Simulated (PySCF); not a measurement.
# Computed data sheet: `BC(C)(C)C`

Compound: C₄H₁₁B.
Structure used (PBE0-D3(BJ)/def2-SVP), in Å, numbered top down from 1:
```xyz
16
C4H11B angstrom
B     -1.186    1.293    0.661
C     -0.286    0.175    0.040
C     -1.376   -0.516   -0.817
C      0.824    0.696   -0.872
C      0.269   -0.821    1.058
H     -1.814    1.081    1.676
H     -1.354    2.343    0.078
H     -0.923   -1.365   -1.359
H     -2.198   -0.922   -0.206
H     -1.808    0.160   -1.574
H      1.598    1.228   -0.296
H      0.433    1.397   -1.626
H      1.322   -0.132   -1.405
H      0.764   -1.670    0.554
H     -0.528   -1.228    1.700
H      1.015   -0.348    1.715
```

Structural features include: three-coordinate boron.

From PBE0-D3(BJ)/def2-SVP geometry optimisation, gas phase (PySCF):

| Item | Value |
| --- | --- |
| Point group | Cs |
| Rotational constants A, B, C | 4.811, 4.653, 4.222 GHz |

wB97X-D/def2-SVPD ground state and vertical TDDFT (core frozen in the response) (PySCF):

| Item | Value |
| --- | --- |
| Dipole moment | 0.63 D |
| HOMO energy | -10.01 eV |
| LUMO energy | 0.74 eV |
| HOMO–LUMO gap | 10.75 eV |
| Lowest singlet excitation | 5.52 eV (225 nm, f = 0.007) |
| Strongest line among the 6 lowest singlet transitions | S5 at 8.20 eV (151 nm, f = 0.076) |
| Static isotropic polarisability | 65.2 au |
| Electronic spatial extent ⟨r²⟩ about the centre of nuclear charge | 470 bohr² |

Monoisotopic mass from the formula: 70.0954 u.

The dipole matches unit charges of opposite sign 0.13 Å apart (1 e·Å = 4.8032 D). With B = h/(8π²I), that is 505.379 GHz u Å² over I, the principal moments of inertia are 105.0, 108.6 and 119.7 u Å² (most abundant isotopes); the inertial defect Ic − Ia − Ib is -93.9 u Å² (zero for a rigid planar frame, negative otherwise). S1 lies 5.23 eV below the HOMO–LUMO gap; its leading configuration is HOMO→LUMO, weight 0.94. The polarisability is 9.66 Å³ as a volume (1 au = 0.148185 Å³), or 1.63 au for each of the 40 electrons. The largest Löwdin shares of the HOMO are 0.30 on C2, 0.24 on B1, 0.09 on C3 and 0.07 on C4.

